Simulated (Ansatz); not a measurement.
Reaction (cleavage of the Si–Sn bond): `F[SiH2][SnH]1[CH2][S]1` + `N[SiH3]` → `F[SiH2]N[SiH3]` + `[CH2]1[S][SnH2]1`

Computed with Ansatz on PBE0-D4/def2-TZVP structures; ΔE is electronic, products minus reactants. CCSD(T)/CBS adds triple-zeta CCSD(T) − MP2 to the extrapolated MP2 energy (def2 sets, frozen cores). This one scheme is used for every species. DFT in def2-TZVPP. Elements past krypton have def2 core potentials. For Sn outer-core shells are correlated without core-valence functions, which leaves a few kJ/mol of doubt a bond. One conformer a species, not always the lowest.

```csv
level,ΔE (kJ/mol),difference from CCSD(T)/CBS
r2SCANh-D4,-48.5,2.2
r2SCAN0-D4,-50.9,-0.2
BHLYP-D4,-56.3,-5.6
CAM-B3LYP-D4,-57.3,-6.6
revPBE,-31.8,18.9
r2SCAN0,-51.1,-0.4
BHLYP,-58.3,-7.6
RPA@PBE/def2-TZVPP,-57.1,-6.4
MP2/def2-SVP,-60.9,-10.2
CCSD/def2-SVP,-60.3,-9.6
MP2/def2-TZVPP,-54.0,-3.3
SCS-MP2/def2-TZVPP,-57.8,-7.1
HF/def2-QZVPP,-71.1,-20.4
MP2/def2-QZVPP,-51.2,-0.5
SCS-MP2/def2-QZVPP,-55.3,-4.6
HF/CBS(def2),-71.3,-20.6
CCSD(T)/CBS,-50.7,0
```

Task: What do rigid-rotor, harmonic-oscillator terms from PBE0-D4/def2-TZVP frequencies (298.15 K, 1 bar) make of the CCSD(T)/CBS value? (Best estimate.)

Result: The calculation gave: ΔZPE = -5.2 kJ/mol, ΔH = -58.8 kJ/mol, ΔS = -15 J/(mol·K), ΔG = -54.3 kJ/mol. Modes under 50 cm⁻¹ make the entropy rough.

Largest T1 diagnostic among the species: 0.014.

In def2-TZVPP, CCSD(T) changes the Hartree–Fock value by +13.8 kJ/mol (the triples alone add +2.5 kJ/mol) and MP2 by +16.0 kJ/mol. At CCSD(T), def2-SVP lies −7.8 kJ/mol from the extrapolated value and def2-TZVPP −5.6 kJ/mol. From BLYP to BHLYP (50 % exact exchange), in def2-TZVPP and without D4, ΔE moves by −17.6 kJ/mol.
